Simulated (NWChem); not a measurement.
SrClF; SMILES [F][Sr][Cl]

```xyz
3

Sr     0.2868     0.4210     0.0000
F     -0.7060     2.2828     0.0000
Cl    -0.2673    -2.1497     0.0000
```
Atoms are numbered in this order, from 1.

Program: NWChem. All runs use the structure optimised with PBE0/def2-SVP. def2 effective core potentials on Sr; no spin-orbit coupling.

Q: What does the run give for KT2/def2-SVP? Quantities: highest occupied level (eV); orbital gap (eV); dipole (D).

A: 
```
Property                     Result
---------------------------  ------
highest occupied level (eV)   -6.22
orbital gap (eV)               3.69
dipole (D)                     5.19
```
